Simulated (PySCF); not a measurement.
C5H8FN.
Geometry (PBE0-D3(BJ)/def2-SVP, Å), atoms numbered from 1 in this order:
```xyz
15
C5H8FN angstrom
C     -2.0049    0.6540   -0.0319
C     -0.5286    0.6942   -0.3928
C      0.0711   -0.6953   -0.5570
C      1.5477   -0.6895   -0.9148
F      1.9917   -1.9732   -1.0973
C      2.3619   -0.0434    0.1287
N      2.9801    0.4724    0.9586
H     -2.1681    0.1219    0.9184
H     -2.4155    1.6681    0.0798
H     -2.5948    0.1378   -0.8057
H     -0.3898    1.2659   -1.3271
H      0.0278    1.2438    0.3852
H     -0.0530   -1.2840    0.3666
H     -0.4444   -1.2479   -1.3593
H      1.7126   -0.1337   -1.8557
```

Level: CAM-B3LYP/def2-SVPD in PySCF, non-relativistic, on one gas-phase PBE0-D3(BJ)/def2-SVP geometry that isn't relaxed in the solvent. The solvent is an IEF-PCM continuum (cavity from Bondi-type radii × 1.2). The model holds no explicit solvent molecules, cavitation or dispersion.

Gas phase at CAM-B3LYP/def2-SVPD: HOMO -11.06 eV, LUMO 0.76 eV, dipole 3.86 D.

**Question.** What does the continuum do to the energy, the frontier levels and the dipole at CAM-B3LYP/def2-SVPD in acetone?

**Answer.** 
| solvent | ε | E(solvent) − E(gas) (kcal/mol) | polarisation term (kcal/mol) | distortion of the solute (kcal/mol) | HOMO (eV) | LUMO (eV) | dipole (D) |
| --- | --- | --- | --- | --- | --- | --- | --- |
| acetone | 20.49 | -6.24 | -7.46 | 1.22 | -10.76 | 0.77 | 4.78 |

Polarisation term: ½ Σ q·V over the induced surface charges. Distortion: the rise of the solute's own energy as its density leaves the gas-phase optimum. The atom shares or the degeneracy of the HOMO differ from the gas phase in acetone, so that column needn't follow one orbital.

**Question.** Which radius a makes the point-dipole formula ΔE = −[(ε − 1)/(2ε + 1)]·μ²/a³ give the value in acetone, with the gas-phase dipole?

**Answer.** μ = 1.519 au and |ΔE| = 0.00994 Eh give a = 2.52 Å; the farthest nucleus lies 3.29 Å from the centroid of the nuclei, so such a sphere wouldn't even hold the nuclei. The formula assumes a rigid point dipole at the centre of a sphere.

**Question.** Give the dipole vector in the frame of the coordinates (D, pointing from negative to positive charge), gas and acetone.

**Answer.** Gas (-3.23, 0.35, -2.09), solvent (-3.85, 0.31, -2.81). Its length changes by +24 % and its direction by 4°.

**Question.** How does the static polarisability (CAM-B3LYP/def2-SVPD, frozen core, with the continuum's full static response) change?

**Answer.** 
```
 medium  isotropic (au)  principal values (au)  ⟨r²⟩ of the electrons (bohr²)
    gas            64.9       55.6, 64.8, 74.3                          971.2
acetone            83.9       75.0, 81.5, 95.1                          972.9
```

The isotropic value in acetone is 1.29 times the gas-phase one; no cavity-field correction is applied. ⟨r²⟩ is taken about the centre of nuclear charge.
